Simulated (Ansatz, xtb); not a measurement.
Two structures of CH4OSe+

Structure I is a doublet given by its coordinates and structure II is the doublet with the links of `[OH2+]C[Se]`. Both are isolated ions in the gas phase, relaxed with PBE0-D3(BJ)/pcseg-1; the shapes shown needn't be the lowest conformers.

I (Å):

```
atom    x (Å)    y (Å)    z (Å)
   C   0.2869   0.7803  -0.2246
   O   1.1540  -0.1826   0.0705
  Se  -1.7153   0.0153  -0.3597
   H   0.3853   1.2842  -1.1933
   H   0.1445   1.4727   0.6121
   H   1.5462  -0.5851  -0.7218
   H  -1.4380  -0.9952   0.6925
```

Close contacts (Å): C1–O2 1.33, C1–Se3 2.15, C1–H4 1.10, C1–H5 1.10, O2–H6 0.97, Se3–H7 1.48.

II (Å):

```
atom    x (Å)    y (Å)    z (Å)
   C  -0.9553  -0.7367   1.1534
   O  -1.9221  -1.1505  -0.0181
  Se  -1.9047   0.2156   2.4688
   H  -2.6980  -0.5496  -0.0870
   H  -1.5114  -1.2914  -0.8993
   H  -0.1726  -0.1324   0.6844
   H  -0.5934  -1.7092   1.4972
```

Energies in hartree; the thermal terms are from PBE0-D3(BJ)/pcseg-1 harmonic frequencies (ideal gas, rigid rotor, one conformer each, 298.15 K, 1 atm) and include the zero-point energy:

|  | I | II |
| --- | --- | --- |
| E, CCSD(T)/def2-SVP | −2514.786207 | −2514.785314 |
| E, MP2/def2-SVP | −2514.742871 | −2514.744829 |
| E, MP2/def2-TZVPP | −2515.294963 | −2515.296530 |
| zero-point energy | 0.049514 | 0.052510 |
| H(298 K) − E | 0.055360 | 0.058019 |
| G(298 K) − E | 0.020479 | 0.024026 |

Correct the CCSD(T) difference for the basis set by the MP2 change, then work out ΔE, ΔE₀, ΔH and ΔG for I → II in kJ/mol (1 Eh = 2625.50 kJ/mol) and the equilibrium ratio [II]/[I].

1. Differences II − I: CCSD(T) +0.000893, MP2 in the small set −0.001958, MP2 in the large set −0.001567 Eh.
2. ΔE = +0.000893 + (−0.001567 − (−0.001958)) = +0.001284 Eh = +3.37 kJ/mol.
3. ΔE₀ = ΔE + ΔZPE = +0.001284 + (+0.002996) Eh = +11.24 kJ/mol.
4. ΔH = ΔE + (+0.002659) Eh = +10.35 kJ/mol.
5. ΔG = ΔE + (+0.003547) Eh = +12.68 kJ/mol, so ΔS = (ΔH − ΔG)/T = −7.8 J/(mol K).
6. kT = 0.9442 mEh, so K = [II]/[I] = exp(−ΔG/kT) = exp(−5.12) ≈ 0.006.

The sums favour I, but ΔE leans on the basis-set step (CCSD(T) alone has the other sign or is under 1 kcal/mol), so the order isn't settled. An error of 4 kJ/mol in ΔG would change K by a factor of 5. Mirror images and further conformers aren't counted.

Other levels gave ΔE = +36.4 (GFN2-xTB); −70.1 (HF/STO-3G, GFN2-xTB geometries); +15.4 (r2SCAN-D4/def2-SVP, GFN2-xTB geometries); +12.1 (PBE0-D3(BJ)/pcseg-1); −7.8 (HF/def2-SVP); −5.1 (MP2/def2-SVP); +2.3 (CCSD(T)/def2-SVP) kJ/mol. Open shells are spin-unrestricted. The correlated steps freeze 11 core orbitals; the filled d shell of Se is correlated, in a basis made for valence electrons. Programs: Ansatz 0.2.0, xtb 6.7.1.
